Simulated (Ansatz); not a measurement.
Ga(H2S)F3 (GaH2SF3), relaxed as a singlet with RKS PBE-D4/def2-SVP in Ansatz, starting from the GFN2-xTB geometry. Force threshold 0.02 eV/Å.

Start:

```xyz
7

Ga   -0.367    0.657   -0.644
S    -0.182   -1.166    1.065
H     0.801   -1.707    0.334
H     0.670   -0.390    1.748
F    -1.056   -0.158   -2.019
F     1.382    0.872   -0.691
F    -1.249    1.892    0.207
```

| step | energy (eV) | largest force component (eV/Å) | SCF passes |
| --- | --- | --- | --- |
| 1 | -71363.5122 | 0.884 | 26 |
| 2 | -71363.5509 | 0.308 | 28 |
| 3 (rejected) | -71363.5377 | 0.374 | 29 |
| 4 | -71363.5581 | 0.095 | 25 |
| 5 | -71363.5586 | 0.037 | 25 |
| 6 | -71363.5589 | 0.007 | 26 |
| 7 | -71363.5590 | 0.019 | 25 |

Force components are those of the run's own axes.

End:

```
atom   x (Å)   y (Å)   z (Å)
 Ga1  -0.333   0.693  -0.678
  S2  -0.207  -1.171   1.051
  H3   0.830  -1.755   0.380
  H4   0.650  -0.438   1.821
  F5  -1.093  -0.164  -2.020
  F6   1.417   0.941  -0.773
  F7  -1.265   1.893   0.219
```

By distances, no bond broke or formed. The bond that changes most is Ga1–S2, from 2.51 to 2.55 Å (atoms count from 1).

The force fell under the threshold at step 6, but the optimiser went on. No frequencies were taken in this run, so the end may be a saddle point.

Run time 7.5 s (4 threads of Arm Neoverse V2 on a shared host).
